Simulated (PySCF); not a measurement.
# N⁺: ionisation energy

N⁺ [He] 2s2 2p2 (3P) → N²⁺ [He] 2s2 2p1 (2P), as a difference of total energies. Calculation: PySCF 2.14, in x2c-SVPall; the spin-free X2C one-electron Hamiltonian (Gaussian nucleus). Correlated levels: valence: 1s2 frozen. The calculations carry no spin-orbit coupling.

| method | ionisation energy (eV) |
| --- | --- |
| UHF | 29.351 |
| PBE0 | 30.064 |
| TPSS | 29.987 |
| MP2 (valence) | 29.556 |
| SCS-MP2 (valence) | 29.446 |
| CCSD (valence) | 29.349 |
| CCSD(T) (valence) | 29.354 |

Errors of the correlated levels include the incompleteness of this basis and the frozen core.

For comparison: 29.601 eV (semi-empirical (NIST evaluation); NIST Atomic Spectra Database, ionization energies).
